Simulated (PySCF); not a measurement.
A thermochemical cycle for KSr

PBE in PySCF with def2-SVPD on every atom (core potentials on Sr), for the lowest determinant that a PBE0 search found; no spin–orbit coupling. KSr, a doublet (σ ↑), has De = 0.22 eV to neutral atoms, and KSr⁺, a singlet (closed shell), has De = 0.66 eV to K⁺ + Sr.

The adiabatic ionisation energy of KSr, between the minima, is 4.00 eV.

Which ionisation energy of the K atom does this level give?

IE(K) = IE(molecule) + De(ion) − De(neutral) = 4.00 + 0.66 − 0.22 = 4.44 eV; the measured value is 4.341 eV (NIST ASD).

Closed-shell solutions of metal pairs were not tested for spin polarisation, which can lower them a little. Weak bonds: KSr. Basis-set superposition, not corrected here, can be much of De in a small basis, most of all at correlated wavefunction levels. For an ion De counts to the pair picked by the measured ionisation energies or electron affinities, which need not be the lowest pair at this level. States were picked by a PBE0 search and need not be the measured ground states.
